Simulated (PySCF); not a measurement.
Si(CCH)(F)2(H) (C₂H₂F₂Si), SMILES C#C[SiH](F)F.

The structure is a stationary point at PBE-D3(BJ)/def2-SVP.

These are M06-2X/def2-TZVP run with PySCF values and carry that method's errors.

Gas-phase values at a fixed geometry.

Computed frontier levels, gap, dipole moment and polarisability:
| Item | Result |
|---|---|
| highest occupied level | -10.23 eV |
| lowest empty level | -0.10 eV |
| orbital gap | 10.13 eV |
| dipole moment | 2.51 D |
| quadrupole, principal values (traceless, Buckingham form, about the centre of nuclear charge) | -7.65, -2.62, 10.27 D·Å |
| mean static polarisability | 41.8 bohr³ (6.19 Å³) |
| polarisability, principal values | 32.4, 32.8, 60.1 bohr³ |
